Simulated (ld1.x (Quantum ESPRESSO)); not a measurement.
# Sr (Z = 38): excitation energies, all-electron against PAW

Sr (Z = 38), PAW, made with ld1.x (Quantum ESPRESSO) 7.5 (PBE, fully relativistic). Core [Ar] 3d10, reference 4s2 4p6 4d0 5s1 5p0 (charge +1). Waves: 4s (bound): rcut 1.75, rcutus 2.25 bohr; 5s (bound): rcut 1.75, rcutus 2.25 bohr; 4p (bound): rcut 2.65, rcutus 3.35 bohr; 5p (bound, empty): rcut 2.65, rcutus 3.35 bohr; 4d (bound, empty): rcut 3.45, rcutus 3.75 bohr; 4d channel at -0.05 Ry: rcut 3.45, rcutus 3.75 bohr. Local part: all-electron potential smoothed inside 1.70 bohr (lloc = -1). Core correction: Bessel-smoothed model core inside 1.65 bohr. Augmentation charge: BESSEL, radius 1.75 bohr.

Open shells are filled in proportion to 2j + 1 (rel_dist='average').

Energies are relative to the spin-unpolarised reference configuration 4s2 4p6 4d0 5s1 5p0; without spin polarisation the order of configurations can differ from experiment. Not all tests gave a result: test run stopped at test 6 of 7 (negative rho).

**Question.** Give the all-electron excitation energy and the error of the potential for: 4s2 4p6 4d0 5s2 5p0; 4s2 4p6 4d0 5s0 5p0; 4s2 4p6 4d0 5s1.5 5p0; 4s1 4p6 4d0 5s2 5p0; 4s2 4p6 4d1 5s1 5p0.

**Answer.**

```tsv
valence configuration	charge	ΔE all-electron (eV)	error AE − PS (meV)
4s2 4p6 4d0 5s2 5p0	0	-5.885	+3.3
4s2 4p6 4d0 5s0 5p0	+2	11.006	+0.7
4s2 4p6 4d0 5s1.5 5p0	+0.5	-3.546	+1.2
4s1 4p6 4d0 5s2 5p0	+1	41.127	-69
4s2 4p6 4d1 5s1 5p0	0	-3.560	+398
```

The ghost test of this file was not conclusive.
